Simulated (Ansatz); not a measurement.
The same path of C₂H₉OPSi (14 atoms, charge 0, multiplicity 1) was run twice with different band settings. The coordinate that changes most is the dihedral H9–C3–Si4–H11.

Level of theory: RKS revPBE/STO-3G (Ansatz).

Relaxed end points:

```xyz
14
Properties=species:S:1:pos:R:3
C -2.222 1.030 1.079
O -1.472 -0.146 0.579
C -0.190 0.368 0.011
Si 0.811 -1.121 -0.650
P 2.736 -0.401 -1.540
H -1.674 1.582 1.888
H -2.466 1.767 0.269
H -3.177 0.639 1.502
H -0.383 1.106 -0.812
H 0.398 0.923 0.790
H 0.023 -1.793 -1.679
H 1.009 -2.069 0.447
H 3.326 -0.191 -0.260
H 3.268 -1.722 -1.595
```

```xyz
14
Properties=species:S:1:pos:R:3
C -2.093 1.324 0.522
O -1.220 0.405 -0.243
C -0.160 -0.070 0.695
Si 0.997 -1.274 -0.239
P 1.834 -0.334 -2.091
H -2.592 0.824 1.395
H -1.543 2.220 0.914
H -2.881 1.673 -0.184
H 0.425 0.794 1.109
H -0.611 -0.588 1.583
H 0.239 -2.470 -0.592
H 2.030 -1.682 0.715
H 2.726 0.491 -1.344
H 2.836 -1.343 -2.210
```

Common settings: spring 5.0 eV/Å²; optimiser quadratic models (default); start path through a guess of the saddle point; force threshold 0.05 eV/Å; end points relaxed.

| run | movable images | climbing image | iteration limit |
| --- | --- | --- | --- |
| 1 | 9 | yes | 47 |
| 2 | 6 | no | 60 |

What does each run give, and how far can it be trusted?

Run 1: converged after 6 iterations, highest image 0.046 eV above the first end. A vibrational analysis at the climbing image gives one clearly imaginary mode, 53i cm⁻¹: a first-order saddle point.
Run 2: converged after 6 iterations, highest image 0.044 eV above the first end. No image climbed, so the highest image needn't sit at the top of the path.
Limits of this set-up: minimal basis.
